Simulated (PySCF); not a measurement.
The multiplicity is imposed and other spin states were not computed.

Cartesian coordinates (Å):
```xyz
9

Au    -0.0357    -0.0681     0.0025
C      0.2888     1.5376    -1.3815
C      1.5237     1.1415    -0.8364
H     -0.0191     1.1979    -2.3842
H     -0.2374     2.4282    -0.9990
H      1.9885     1.7142    -0.0164
H      2.2046     0.4847    -1.4028
O     -0.9581    -1.3564     1.1571
H     -1.0179    -2.2060     0.6761
```
Charge 0, spin multiplicity 1.

### Question
Predict the HOMO, dipole moment, HOMO–LUMO gap, total energy, charge on the central atom (Mulliken) and LUMO from TPSSh-D3(BJ)/def2-TZVP // PBE-D3(BJ)/def2-SVP run with PySCF 2.14.0.

### Answer

```
Item                                         Result
-------------------------------------  ------------
HOMO                                       -6.49 eV
dipole moment                                4.02 D
HOMO–LUMO gap                               4.75 eV
total energy                           -290.2196 Ha
charge on the central atom (Mulliken)        0.34 e
LUMO                                       -1.74 eV
```
